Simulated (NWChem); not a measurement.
# CH4BClO2; SMILES OB(OC)Cl

```xyz
9

B      0.2046     0.0570    -0.0001
Cl    -0.3426     1.7509     0.0001
O      1.5281    -0.2334    -0.0001
H      2.0817     0.5529    -0.0003
O     -0.7366    -0.8978    -0.0005
C     -0.4240    -2.2708     0.0003
H     -0.8590    -2.7396     0.8963
H     -0.8716    -2.7429    -0.8876
H      0.6619    -2.4467    -0.0068
```
Atoms are numbered in this order, from 1.

All runs: NWChem. Medium grid unless said otherwise, to which SCAN and Minnesota functionals are sensitive. Coordinates come from a PBE0/def2-SVP optimisation. Hybrids' shares of exact exchange are those that their runs print; pure functionals count as 0. The functionals differ in more than this share.

```
row               share of exact exchange  orbital gap (eV)
----------------  -----------------------  ----------------
PBE/def2-SVP                         0.00              7.48
M06-L/def2-SVP                       0.00              8.29
B3LYP/def2-SVP                       0.20              9.48
r2SCAN0/def2-SVP                     0.25             10.63
PW6B95/def2-SVP                      0.28             10.17
MPW1K/def2-SVP                       0.43             11.97
M06-2X/def2-SVP                      0.54          withheld
```

Task: Fit a straight line of the last column on the one before it, predict the withheld value, and compare with the run.

Result: 
1. Means of the 6 shown rows: x = 0.193, y = 9.670. Slope Σ(x − x̄)(y − ȳ)/Σ(x − x̄)² = 1.331/0.1415 = 9.404; intercept 7.852.
2. The shown rows scatter about the line by 0.337 (root mean square); the largest residual is +0.44, at M06-L/def2-SVP.
3. At x = 0.54 (M06-2X/def2-SVP; beyond the shown range) the line gives 12.93.
4. The run gives 12.32, -0.61 from the line, 1.8 times the scatter.
